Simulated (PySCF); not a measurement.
Species: [Hf(Cl)4] (charge 0, multiplicity 1).

Problem. What is the computed charge on the central atom (Mulliken), LUMO and dipole moment (TPSSh-D3(BJ)/def2-TZVP // PBE-D3(BJ)/def2-SVP (PySCF))?

Solution. 
The charge on the central atom (Mulliken) comes out as 1.27 e, the LUMO is -2.68 eV and the dipole moment comes out as 0.00 D.
